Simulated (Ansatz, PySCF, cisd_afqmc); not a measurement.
Species: C$_{3}$H$_{5}$Cl, charge 0, singlet. C3H5Cl (SMILES C/C=C/Cl).
B3LYP-D3(BJ)/def2-TZVP minimum from Ansatz (a quantum-chemistry and plane-wave program):
```
C
C 1 1.3231
H 2 1.0812 1 123.80
H 1 1.0847 2 119.00 3 180.00
C 1 1.4957 4 117.58 2 -180.00
H 5 1.0904 1 111.68 4 180.00
H 5 1.0934 6 108.21 1 -122.25
H 5 1.0934 6 108.21 7 -115.50
Cl 2 1.7403 3 112.81 1 180.00
```
Charge 0, spin multiplicity 1.

Quantity: enthalpy of formation at 298 K (by atomisation, with ideal-gas terms from PySCF's Hessian at B3LYP-D3(BJ)/def2-TZVP and the atoms' measured values of the G2/97 table; no spin-orbit terms), in kJ/mol. UHF or UKS for unpaired electrons; spin-orbit terms are left out. Correlated methods leave the cores frozen. Rows without X2C or -DK are non-relativistic. AFQMC/CISD: phaseless, guided by CISD from CCSD amplitudes; bars are statistical, one sigma. Outlying blocks are dropped, and bars are widened where a walk drifts. Over all cases where full CI ran beside it in this data, AFQMC minus full CI had a median of +0.1 mEh and passed +0.4 mEh in a tenth of the cases. CBS(X,Y): correlation extrapolated as X^-3, Hartree-Fock from the larger set. A bracket is a step between two methods taken in the basis named. The functionals are non-relativistic, so their misses hold any scalar relativity. 'core' is core correlation in cc-pwCVTZ (1s frozen past Ne), 'X2C' scalar relativity in cc-pVTZ-DK, both at CCSD(T). Where a partner has so few electrons that a lower coupled-cluster level is exact, that level stands in.

```csv
level,program,enthalpy of formation at 298 K (kJ/mol),difference against the last row
HF/cc-pV(T+d)Z,Ansatz,892.4,910.4
PBE/def2-TZVPD,Ansatz,-87.2,-69.2
"MP2/CBS(cc-pV(T+d)Z,cc-pV(Q+d)Z)",Ansatz,-62.4,-44.4
CCSD/cc-pV(Q+d)Z,Ansatz,87.5,105.5
CCSDT(Q)/cc-pV(D+d)Z,Ansatz,241.6,259.6
AFQMC/CISD/cc-pV(T+d)Z,cisd_afqmc,78.1 ± 1.0,96.1
"CCSD(T)/CBS(cc-pV(T+d)Z,cc-pV(Q+d)Z) + [AFQMC/CISD - CCSD(T)]/cc-pV(T+d)Z + core + X2C",Ansatz + cisd_afqmc,-17.0 ± 1.0,1.0
"CCSD(T)/CBS(cc-pV(T+d)Z,cc-pV(Q+d)Z) + [CCSDT(Q) - CCSD(T)]/cc-pV(D+d)Z + core + X2C",Ansatz,-18.0,0.0
```
